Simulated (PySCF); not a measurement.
## Correlation energy of Ne²⁺ (neon, charge +2)

[He] 2s2 2p3 3s1, 3s spin antiparallel (an excited configuration). Computed with PySCF 2.14 in dyall-av3z, with no relativity, point nucleus. Frozen: 1s2; 6 electrons correlated; the 13 highest virtual orbitals of each spin left out.

MP2 pair energies summed by pair of shells (mhartree):

| pair | energy | share (%) |
| --- | --- | --- |
| 2s-2p | -70.73 | 58.8 |
| 2p-2p | -24.29 | 20.2 |
| 2s-2s | -10.78 | 9.0 |
| 2p-3s | -9.36 | 7.8 |
| 2s-3s | -5.24 | 4.3 |

Total MP2 correlation energy: -120.39 mhartree.

Same-spin part -34.60 and opposite-spin part -85.79 mhartree; SCS-MP2 scales them by 1/3 and 6/5 to -114.48 mhartree.
